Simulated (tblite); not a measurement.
C5H8F2Si.
Numbering: `[F:1][CH:2]([F:3])[SiH:4]1[CH2:5][CH:6]=[CH:7][CH2:8]1` (hydrogens: H9 on C2; H10 on Si4; H11, H12 on C5; H13 on C6; H14 on C7; H15, H16 on C8)

Structure optimised with GFN2-xTB, isolated species.

(1) What internal coordinates does the optimisation give?

Results:

(1) 
```json
{"bond": "F1–C2, C2–F3", "length (Å)": "1.364"}
{"bond": "C2–Si4", "length (Å)": "1.942"}
{"bond": "Si4–C5, Si4–C8", "length (Å)": "1.906"}
{"bond": "C5–C6, C7–C8", "length (Å)": "1.503"}
{"bond": "C6=C7", "length (Å)": "1.321"}
{"bond": "C2–H9", "length (Å)": "1.100"}
{"bond": "Si4–H10", "length (Å)": "1.462"}
{"bond": "C5–H11, C8–H15", "length (Å)": "1.090"}
{"bond": "C5–H12, C8–H16", "length (Å)": "1.092"}
{"bond": "C6–H13, C7–H14", "length (Å)": "1.080"}
```

Bonds in one row agree within 0.01 Å and their mean is given. A selection of angles:
```json
{"angle": "F1–C2–F3", "degrees": "105.8"}
{"angle": "F1–C2–Si4", "degrees": "110.4"}
{"angle": "F1–C2–H9", "degrees": "106.7"}
{"angle": "Si4–C2–H9", "degrees": "116.4"}
{"angle": "C2–Si4–C5", "degrees": "111.0"}
{"angle": "C2–Si4–H10", "degrees": "106.9"}
{"angle": "C5–Si4–C8", "degrees": "94.1"}
{"angle": "C5–Si4–H10", "degrees": "116.8"}
{"angle": "Si4–C5–C6", "degrees": "103.7"}
{"angle": "Si4–C5–H11", "degrees": "113.0"}
{"angle": "Si4–C5–H12", "degrees": "114.3"}
{"angle": "C6–C5–H11", "degrees": "109.7"}
{"angle": "C6–C5–H12", "degrees": "110.2"}
{"angle": "H11–C5–H12", "degrees": "106.1"}
{"angle": "C5–C6–C7", "degrees": "119.3"}
{"angle": "C5–C6–H13", "degrees": "118.2"}
{"angle": "C7–C6–H13", "degrees": "122.5"}
```

Dihedral angles: F1–C2–Si4–C5 -173° (antiperiplanar); C2–Si4–C5–C6 115° (anticlinal); Si4–C5–C6–C7 0° (synperiplanar); C5–C6–C7–C8 0° (synperiplanar); C6–C7–C8–Si4 1° (synperiplanar); C2–Si4–C8–C7 -115° (anticlinal).

The 3 C–Si bonds span 1.906 Å (Si4–C5, drawn single) to 1.942 Å (C2–Si4, drawn single), a spread of 0.036 Å. The 5-membered ring Si4–C5–C6–C7–C8 has internal angles of 94.1° to 119.3° (sum 540°, against 540° for a flat polygon); it is planar, 0.00 Å rms from its mean plane, widest ring torsion 1°. The 3 C–C bonds span 1.321 Å (C6=C7, drawn double) to 1.503 Å (C7–C8, drawn single), a spread of 0.182 Å. Si4 (SiH silicon) has angles from 94.1° to 116.8°.

Point group: Cs (every atom within 0.08 Å of its image). Its GFN2-xTB frequencies are all real (lowest 28 cm⁻¹). One conformer, not necessarily the lowest. 2 starts were optimised and ended at 0.00 and 0.47 kcal/mol (GFN2-xTB); the lowest of these is shown.

All values are computed, not measured.
